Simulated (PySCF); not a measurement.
Precursor series Hf Br-H. Gas-phase values, no solvent.

The HOMO from two functionals at the same geometries (TPSS-D3(BJ)/def2-SVP), both in PySCF: PBE-D3(BJ)/def2-TZVP and B3LYP-D3(BJ)/def2-TZVP. B3LYP has the VWN-RPA correlation part, as in Gaussian. 

```
species                                 PBE-D3(BJ)/def2-TZVP (eV)
--------------------------------------  -------------------------
0 of 4 Br replaced by H ([Hf(Br)4])                         -7.65
1 of 4 Br replaced by H ([Hf(Br)3(H)])                      -7.69
2 of 4 Br replaced by H                                     -7.39
3 of 4 Br replaced by H ([Hf(Br)(H)3])                      -7.26
```

Problem. What does B3LYP-D3(BJ)/def2-TZVP give for each?

Solution. 
- 0 of 4 Br replaced by H ([Hf(Br)4]): -8.63
- 1 of 4 Br replaced by H ([Hf(Br)3(H)]): -8.66
- 2 of 4 Br replaced by H: -8.57
- 3 of 4 Br replaced by H ([Hf(Br)(H)3]): -8.42
Over these rows, drawn at random from the members with no instability flagged (it was tested for open shells, ions and some series alone), PBE minus B3LYP-D3(BJ): mean +1.07 eV, from +0.96 eV to +1.19 eV.
